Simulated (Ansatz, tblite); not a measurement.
Isomers of Ca4O3⁺ (doublet), found by a short tight-binding search and relaxed with PBE0-D4/def2-SVP in Ansatz.

The xTB rows come from tblite. Correlated methods freeze 23 core orbitals; core or outer-core shells of Ca are correlated, in sets that lack core-valence functions.

Other spin states weren't relaxed.

A:

```csv
atom,x (Å),y (Å),z (Å)
Ca1,-1.689,-0.454,2.241
Ca2,2.174,0.550,-2.882
Ca3,-1.137,-0.440,-1.410
Ca4,1.575,0.580,0.834
O5,-2.139,-0.698,0.263
O6,0.968,0.260,-1.279
O7,0.247,0.201,2.234
```

B:

```tsv
atom	x (Å)	y (Å)	z (Å)
Ca1	1.699	-1.198	-0.584
Ca2	0.279	1.996	-0.774
Ca3	-0.149	0.029	1.611
Ca4	-1.768	-0.840	-0.911
O5	-1.367	0.983	0.076
O6	-0.193	-1.658	0.233
O7	1.499	0.687	0.348
```

Task: Estimate which lies lowest at each level, and how far above it the others are (kJ/mol).

Result: 
```
               level      A    B
            GFN1-xTB  104.8  0.0
            GFN2-xTB  172.0  0.0
         HF/def2-SVP  131.4  0.0
    PBE-D4/def2-TZVP  157.0  0.0
 r2SCAN-D4/def2-TZVP  170.5  0.0
   PBE0-D4/def2-TZVP  161.8  0.0
r2SCAN0-D4/def2-TZVP  169.7  0.0
    B2PLYP/def2-TZVP  142.5  0.0
        MP2/def2-SVP  157.1  0.0
       CCSD/def2-SVP  165.1  0.0
    CCSD(T)/def2-SVP  169.1  0.0
```
Point groups (tolerance 0.1 Å): A C2v, B C3v. Lower isomers may exist.
